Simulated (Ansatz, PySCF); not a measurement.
System: sum formula H3SiO3, net charge 0, doublet state. It need not be the lowest isomer of its formula. 
Coordinates optimised at B3LYP-D3(BJ)/def2-TZVP (Ansatz, a program for electronic structure):
SMILES: O[Si](O)O
```xyz
7

Si     0.2956     0.1430    -0.1661
O     -0.1234    -1.2927    -0.8566
O     -0.9908     1.1652    -0.2838
O      0.5966    -0.1230     1.4314
H     -0.3795    -1.2841    -1.7836
H     -0.9111     2.0318     0.1254
H      1.2937    -0.7462     1.6564
```
Charge 0, spin multiplicity 2.

Quantity: atomisation energy (electronic, to ground-state atoms), in kJ/mol. Valence correlation only, unless marked. Open shells are spin-unrestricted. No spin-orbit coupling. No relativistic terms. The coupled-cluster limit lacks core correlation, which all-electron functionals hold. CBS marks a two-point X^-3 extrapolation of the correlation energy; Hartree-Fock from the larger set. [CCSD(T)-MP2]/basis is that difference in the basis named.

```json
[
 {"level": "PBE0/6-31G*", "program": "Ansatz", "atomisation energy (kJ/mol)": "(withheld)"},
 {"level": "PBE0-D4/def2-TZVPD", "program": "Ansatz + dftd4", "atomisation energy (kJ/mol)": "2677.3"},
 {"level": "M06-2X/def2-TZVPD", "program": "PySCF", "atomisation energy (kJ/mol)": "2744.5"},
 {"level": "HSE06/def2-TZVPD", "program": "Ansatz", "atomisation energy (kJ/mol)": "2671.5"},
 {"level": "wB97M-V/def2-TZVPD", "program": "Ansatz", "atomisation energy (kJ/mol)": "(withheld)"},
 {"level": "wB97X-V/def2-TZVPD", "program": "Ansatz", "atomisation energy (kJ/mol)": "2711.3"},
 {"level": "SCS-MP2/6-31G", "program": "Ansatz", "atomisation energy (kJ/mol)": "1990.2"},
 {"level": "SCS-MP2/aug-cc-pV(T+d)Z", "program": "Ansatz", "atomisation energy (kJ/mol)": "2727.3"},
 {"level": "RI-MP2/CBS(aug-cc-pV(T+d)Z,aug-cc-pV(Q+d)Z)+[CCSD(T)-MP2]/aug-cc-pV(T+d)Z", "program": "Ansatz", "atomisation energy (kJ/mol)": "(withheld)"}
]
```

Question: Some entries are withheld; supply them.

Answer: 
- PBE0/6-31G*, atomisation energy (kJ/mol): 2550.5
- wB97M-V/def2-TZVPD, atomisation energy (kJ/mol): 2715.2
- RI-MP2/CBS(aug-cc-pV(T+d)Z,aug-cc-pV(Q+d)Z)+[CCSD(T)-MP2]/aug-cc-pV(T+d)Z, atomisation energy (kJ/mol): 2742.4
